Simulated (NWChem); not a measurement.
Species: CH4AlClO2; SMILES C[O][Al]([OH])[Cl]

```xyz
9

Al     0.2849     0.1184     0.0001
Cl    -0.5364     2.0541    -0.0018
O      1.9718    -0.1584     0.0005
H      2.6137     0.5685    -0.0005
O     -0.7977    -1.1871     0.0014
C     -0.6884    -2.5872     0.0024
H     -1.1947    -3.0144     0.8971
H     -1.1886    -3.0154    -0.8953
H      0.3658    -2.9476     0.0063
```
Atoms are numbered in this order, from 1.

Level: PBE-D3(BJ)/def2-SVP (NWChem), optimised geometry, unscaled harmonic frequencies. 

| frequency (cm⁻¹) | IR intensity (km/mol) |
|---|---|
| 63 | 0.0 |
| 85 | 3.5 |
| 86 | 5.1 |
| 172 | 20.8 |
| 244 | 58.3 |
| 254 | 5.3 |
| 315 | 102.9 |
| 475 | 21.6 |
| 596 | 186.8 |
| 732 | 100.1 |
| 889 | 86.4 |
| 1141 | 48.1 |
| 1146 | 0.0 |
| 1210 | 318.7 |
| 1423 | 1.3 |
| 1425 | 2.0 |
| 1433 | 17.7 |
| 2919 | 102.1 |
| 2997 | 40.1 |
| 3001 | 37.2 |
| 3816 | 86.5 |

```json
{
  "zero_point_energy": "34.9 kcal/mol",
  "thermal correction to the enthalpy at 298.15 K (with zero-point energy)": "40.4 kcal/mol",
  "heat capacity Cv": "23.5 cal/(mol K)",
  "entropy at 298.15 K and 1 atm (symmetry number 1)": "88.5 cal/(mol K)",
  "dipole_moment": "1.58 D"
}
```

Rigid rotor and harmonic oscillator; modes under 100 cm⁻¹ make the entropy uncertain.
